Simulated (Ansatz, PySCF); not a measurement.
ClFGeH₂O₂, SMILES [OH][Ge]([OH])([F])[Cl]. Atoms are numbered in the order given.

```xyz
7

O     -0.4282     1.7545     0.4240
Ge    -0.1931     0.0321     0.1704
O     -1.6781    -0.6481    -0.4526
F      0.2151    -0.6674     1.7035
Cl     1.4007    -0.4492    -1.1638
H      0.2828     2.1678     0.9344
H     -2.4587    -0.2027    -0.0916
```

Geometry: B3LYP-D3(BJ)/def2-SVP. The structure was generated by enumeration, and PubChem lists no compound with its InChIKey, so it may never have been made. One conformer was computed; it need not be the lowest.

Two levels are set side by side: PBE-D3(BJ)/def2-SVP (Ansatz, an electronic-structure program) and B3LYP-D3(BJ)/def2-SVP (Ansatz). Each level has its own optimised geometry; the coordinates shown are those of the second. Frequencies come from the Hessian of PySCF at each geometry. Differences are taken from unrounded values.

| quantity | B3LYP-D3(BJ) |
|---|---|
| mean bond length (Å) | 1.551 |
| bond O1–Ge2 (Å) | 1.757 |
| bond Ge2–O3 (Å) | 1.748 |
| bond Ge2–F4 (Å) | 1.734 |
| bond Ge2–Cl5 (Å) | 2.134 |
| bond O1–H6 (Å) | 0.968 |
| bond O3–H7 (Å) | 0.968 |
| highest harmonic wavenumber (cm⁻¹) | 3831 |
| mean harmonic wavenumber (cm⁻¹) | 903 |
| zero-point energy (kcal/mol) | 19.37 |

Task: What does PBE-D3(BJ) give, and how far is it from B3LYP-D3(BJ)? (Estimate from the structure and the level; the computed values follow.)

Result: 
| quantity | PBE-D3(BJ) | PBE-D3(BJ) minus B3LYP-D3(BJ) |
|---|---|---|
| mean bond length (Å) | 1.563 | 0.012 |
| bond O1–Ge2 (Å) | 1.772 | 0.016 |
| bond Ge2–O3 (Å) | 1.763 | 0.015 |
| bond Ge2–F4 (Å) | 1.748 | 0.015 |
| bond Ge2–Cl5 (Å) | 2.141 | 0.007 |
| bond O1–H6 (Å) | 0.977 | 0.009 |
| bond O3–H7 (Å) | 0.978 | 0.009 |
| highest harmonic wavenumber (cm⁻¹) | 3718 | -114 |
| mean harmonic wavenumber (cm⁻¹) | 878 | -25 |
| zero-point energy (kcal/mol) | 18.83 | -0.55 |

GGA bonds tend to be longer and softer than those of functionals with exact exchange. Differences between two approximate levels are no errors against the true value.
